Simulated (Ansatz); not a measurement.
Basis-set series for GeH6Sn, SMILES `[GeH3][SnH3]`. Charge 0, multiplicity 1. Sn takes the def2 core potential. All single points use the PBE0-D4/def2-TZVP geometry.

```csv
functional,basis,functions,energy (Eh),HOMO (eV),LUMO (eV)
PBE0-D4,def2-SVP,88,-2294.35676,-7.91,0.15
PBE0-D4,def2-TZVPP,182,-2294.62973,-7.93,-0.16
ωB97M-V,def2-SVP,88,-2294.42159,-9.87,1.91
ωB97M-V,def2-TZVPP,182,-2294.69747,-9.92,1.31
```

Task: Give the rows for def2-QZVPP. (Best estimate.)

Result: The calculation gave: 
```
functional       basis  functions  energy (Eh)  HOMO (eV)  LUMO (eV)
   PBE0-D4  def2-QZVPP        351  -2294.67709      -7.92      -0.33
   ωB97M-V  def2-QZVPP        351  -2294.74392      -9.91       0.91
```

Positive LUMOs are unbound and depend on the basis. Scalar relativity is left out up to krypton.

Computed with Ansatz.
